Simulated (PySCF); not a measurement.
Compound: C5H11NO2Si.
Bonds: N1–Si2, Si2–C3, C3–C4, C4–C5, Si2–O6, O6–C7, C7–C8, C8–O9, Si2–O9, C3–C5. Hydrogens: H10, H11 on N1; H12 on C3; H13, H14 on C4; H15, H16 on C5; H17, H18 on C7; H19, H20 on C8.

Computed by this run: PySCF, PBE0-D3(BJ)/def2-SVP geometry optimisation, gas phase; density fitting, grid level 1; the optimiser is geomeTRIC in internal coordinates, started from a GFN2-xTB structure.

Step 0: E = -18802.3521 eV
```
atom  x, y, z in Å  |  force x, y, z in eV/Å
N1      0.4316    2.4235   -0.1667   -0.113  -0.558   0.072
Si2     0.9151    0.8016    0.1213   -1.441   0.265  -0.152
C3     -0.5928   -0.3037    0.1284    0.505   0.647  -0.034
C4     -1.9142    0.2746    0.5481    0.054  -0.136  -0.280
C5     -1.6835   -0.0773   -0.8806   -0.041   0.046   0.331
O6      1.8078    0.8129    1.5041    0.152   0.250   0.737
C7      3.0414    0.1901    1.3261    0.069  -0.212  -0.125
C8      3.3196    0.1074   -0.1882    0.044   0.160   0.160
O9      2.0947    0.1701   -0.8519    0.035  -0.398  -0.606
H10     1.1018    3.1739   -0.1910    0.227   0.186   0.055
H11    -0.3523    2.6145   -0.7628   -0.354   0.171  -0.288
H12    -0.4339   -1.3395    0.4040    0.215  -0.369   0.096
H13    -2.5823   -0.3455    1.1268   -0.287  -0.327   0.249
H14    -1.9396    1.3164    0.8229   -0.017   0.577   0.144
H15    -1.5602    0.7200   -1.5965    0.022   0.433  -0.410
H16    -2.1904   -0.9411   -1.2845   -0.201  -0.412  -0.171
H17     3.8103    0.7687    1.8437    0.336   0.034   0.167
H18     3.0006   -0.8151    1.7595    0.132  -0.324   0.198
H19     3.9384    0.9540   -0.5061    0.357   0.186  -0.100
H20     3.8251   -0.8235   -0.4547    0.306  -0.218  -0.043
```

Step 1: E = -18802.4653 eV
```
atom  x, y, z in Å  |  force x, y, z in eV/Å
N1      0.3979    2.3896   -0.2726    0.156   0.100   0.094
Si2     0.9088    0.8086    0.1202    0.070  -0.131  -0.080
C3     -0.5992   -0.2603    0.1296    0.179  -0.160   0.062
C4     -1.9371    0.2786    0.5730   -0.063   0.054   0.091
C5     -1.7168   -0.0399   -0.8644   -0.028   0.015  -0.105
O6      1.8489    0.8463    1.5177   -0.084   0.081  -0.060
C7      3.0634    0.1523    1.3416    0.001   0.066  -0.088
C8      3.3590    0.1220   -0.1708   -0.111  -0.045   0.047
O9      2.1171    0.1130   -0.8361   -0.029  -0.023   0.062
H10     1.0391    3.1705   -0.2026   -0.038   0.025  -0.014
H11    -0.3738    2.5848   -0.8972    0.024  -0.028   0.018
H12    -0.4030   -1.3107    0.3785   -0.019   0.041  -0.023
H13    -2.5868   -0.3826    1.1546    0.034   0.007  -0.016
H14    -1.9878    1.3302    0.8744    0.014  -0.033  -0.029
H15    -1.6296    0.7812   -1.5849   -0.014  -0.020   0.031
H16    -2.2029   -0.9265   -1.2829    0.027   0.021   0.024
H17     3.8695    0.6610    1.8982   -0.042  -0.018  -0.007
H18     2.9783   -0.8746    1.7450   -0.036   0.001  -0.020
H19     3.9488    1.0102   -0.4708   -0.019   0.015   0.012
H20     3.9438   -0.7716   -0.4488   -0.022   0.032   0.002
```

Q: Estimate the geometry and energy of step 2. (The exact step hangs on the optimiser's Hessian estimate; all steps are aligned on step 1, rigid shifts and turns removed.)

A: E = -18802.4733 eV, largest force 0.077 eV/Å
```
atom  x, y, z in Å  |  force x, y, z in eV/Å
N1      0.4203    2.4064   -0.2719   -0.019   0.046  -0.003
Si2     0.9099    0.8145    0.1069    0.042   0.020  -0.034
C3     -0.5872   -0.2646    0.1243    0.062  -0.016  -0.006
C4     -1.9237    0.2707    0.5781   -0.033  -0.002   0.026
C5     -1.7137   -0.0488   -0.8620   -0.022   0.010  -0.018
O6      1.8371    0.8599    1.5075   -0.026   0.064  -0.012
C7      3.0436    0.1547    1.3373    0.015  -0.010   0.000
C8      3.3468    0.1170   -0.1705    0.003   0.000   0.018
O9      2.1123    0.1101   -0.8442   -0.060  -0.039   0.017
H10     1.0435    3.2010   -0.1969    0.032  -0.057   0.039
H11    -0.3536    2.6011   -0.8929   -0.029  -0.014  -0.019
H12    -0.3852   -1.3129    0.3716    0.009   0.010  -0.012
H13    -2.5633   -0.3927    1.1664    0.004  -0.003  -0.002
H14    -1.9752    1.3219    0.8766    0.008   0.002  -0.010
H15    -1.6384    0.7724   -1.5820   -0.001   0.004   0.005
H16    -2.1969   -0.9382   -1.2751    0.000  -0.004   0.010
H17     3.8487    0.6562    1.8992    0.010  -0.019   0.002
H18     2.9428   -0.8707    1.7403   -0.008  -0.014  -0.006
H19     3.9412    1.0029   -0.4677   -0.005   0.012  -0.001
H20     3.9284   -0.7790   -0.4432    0.017   0.008   0.005
```

The energy changes by -0.0080 eV. The first-order estimate −F·Δx gives -0.0157 eV and the mean of the old and new forces, exact on a quadratic surface, -0.0081 eV. The step makes an angle of 69° with the force vector and moves no atom by more than 0.036 Å.

What follows is the cost of the whole optimisation. Rough CPU time on one thread of a shared machine: about 10 min.
